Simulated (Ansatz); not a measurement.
Computed with frozen-core CCSD(T)/cc-pVDZ // r2SCAN-D4/def2-SVP run with Ansatz (an electronic-structure program).

Ansatz 0.2 input:
```yaml
crystal:
  periodic: [false, false, false]
  atoms:
    - { symbol: N, position_ang: [0.184474, -1.029931, 1.506461] }
    - { symbol: Ge, position_ang: [-0.000008, -0.000014, 0.000004] }
    - { symbol: N, position_ang: [-0.919045, -1.12437, -1.120428] }
    - { symbol: N, position_ang: [-0.86625, 1.587329, 0.306817] }
    - { symbol: N, position_ang: [1.600818, 0.566977, -0.69285] }
    - { symbol: H, position_ang: [0.604889, -0.537024, 2.292574] }
    - { symbol: H, position_ang: [-0.694878, -1.435592, 1.825156] }
    - { symbol: H, position_ang: [-1.045273, -0.754502, -2.061143] }
    - { symbol: H, position_ang: [-0.492559, -2.046858, -1.201129] }
    - { symbol: H, position_ang: [-1.82935, 1.476387, 0.619565] }
    - { symbol: H, position_ang: [-0.869347, 2.205753, -0.503697] }
    - { symbol: H, position_ang: [2.269729, -0.184838, -0.851009] }
    - { symbol: H, position_ang: [2.056798, 1.276685, -0.120324] }
basis:
  gaussian: { orbitals: cc-pVDZ }
correlation:
  method: ccsd_t
```

Output:

```
Functional definition: HF
1210 factors; integrals over basis functions are off by at most 1.3e-3 eV
mean field evaluation 1: about -62522.6390 eV, gradient 5.1e1 eV
mean field evaluation 2: about -62522.6503 eV, gradient 5.1e1 eV
mean field evaluation 4: about -62528.0195 eV, gradient 3.1e0 eV
mean field evaluation 8: about -62528.0556 eV, gradient 1.4e-4 eV
mean field evaluation 16: about -62528.0402 eV, gradient 1.3e-1 eV
mean field -62528.05556073 eV, -2297.8636588187 hartree, gradient 1.1e-6 eV, S^2 0.000000; 0 other end points of the search recorded, 0 dependent functions left out
13 core orbitals not correlated
reference -62528.05556073 eV, -2297.8636588187 hartree; 21, 21 occupied and 89, 89 virtual orbitals, 1210 factors
second order -22.04749167 eV of doubles, -0.00000000 eV of singles
cycle   1  -22.66149052 eV  change   -6.1e-1 eV  update   9.4e-2
cycle   2  -23.17454528 eV  change   -5.1e-1 eV  update   2.7e-2
cycle   3  -23.28880336 eV  change   -1.1e-1 eV  update   1.3e-2
cycle   4  -23.28493703 eV  change    3.9e-3 eV  update   2.8e-3
cycle   5  -23.28503543 eV  change   -9.8e-5 eV  update   1.2e-3
cycle   6  -23.28517411 eV  change   -1.4e-4 eV  update   4.0e-4
cycle   7  -23.28497189 eV  change    2.0e-4 eV  update   1.6e-4
cycle   8  -23.28492109 eV  change    5.1e-5 eV  update   5.5e-5
cycle   9  -23.28491506 eV  change    6.0e-6 eV  update   2.0e-5
perturbative correction -0.62738730 eV, -0.0230560579 hartree
Total energy: -62551.96786309 eV, -2298.7424197218 hartree
```

Cost: roughly 50 core-seconds.
